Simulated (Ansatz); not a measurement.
Consider the redistribution: `O=C([SiH3])[SeH]` + `C[CH2][AlH][SH]` → `C[CH2][AlH][SeH]` + `O=C([SiH3])S`.

Computed with Ansatz on PBE0-D4/def2-TZVP structures; ΔE is electronic, products minus reactants. CCSD(T)/CBS adds triple-zeta CCSD(T) − MP2 to the extrapolated MP2 energy (def2 sets, frozen cores). DFT in def2-TZVPP. For Se outer-core shells are correlated without core-valence functions, which leaves a few kJ/mol of doubt a bond. Scalar relativity is left out up to krypton. One conformer a species, not always the lowest.

`O=C([SiH3])[SeH]`:

Cartesian coordinates in Å:
```
O 0.711 -0.608 -1.913
C 0.656 -0.318 -0.754
Si -1.006 0.216 0.059
Se 2.281 -0.373 0.335
H -0.826 0.460 1.511
H -1.443 1.455 -0.629
H -1.975 -0.881 -0.174
H 1.603 0.048 1.566
```

`C[CH2][AlH][SH]`:

```xyz
11

C    -0.042    1.134   -0.746
C    -0.614    0.494    0.516
Al   -0.016   -1.318    0.945
S     1.429   -2.346   -0.337
H    -0.283    0.551   -1.640
H    -0.430    2.144   -0.907
H     1.048    1.214   -0.700
H    -0.398    1.118    1.393
H    -1.711    0.465    0.466
H    -0.514   -2.140    2.204
H     1.532   -1.316   -1.195
```

`C[CH2][AlH][SeH]`:

```xyz
11

C    -0.584   -0.411    1.154
C    -0.903    0.280   -0.169
Al    0.571    0.542   -1.427
Se    2.722   -0.173   -0.921
H    -0.184   -1.417    0.998
H    -1.470   -0.511    1.787
H     0.162    0.144    1.729
H    -1.685   -0.271   -0.710
H    -1.343    1.270    0.012
H     0.408    1.239   -2.842
H     2.305   -0.693    0.389
```

`O=C([SiH3])S`:

```xyz
8

O    -0.839    1.555    0.441
C    -0.210    0.533    0.471
Si    0.053   -0.533   -1.114
S     0.545   -0.114    1.954
H     0.864   -1.733   -0.791
H    -1.290   -0.920   -1.606
H     0.748    0.323   -2.104
H     0.128    0.889    2.749
```

```json
{"level": "ωB97X-V", "ΔE (kJ/mol)": "-12.2"}
{"level": "SCS-MP2/def2-QZVPP", "ΔE (kJ/mol)": "-9.5"}
```

Problem. What does CCSD(T)/CBS give? (Best estimate.)

Solution. Computed: -10.0 kJ/mol. The listed levels differ from it by -2.2, 0.5 kJ/mol.

Largest T1 diagnostic among the species: 0.017.

In def2-TZVPP, CCSD(T) changes the Hartree–Fock value by +6.9 kJ/mol (the triples alone add +0.8 kJ/mol) and MP2 by +6.3 kJ/mol. From PBE to PBE0 (25 % exact exchange), in def2-TZVPP and without D4, ΔE moves by −3.1 kJ/mol.
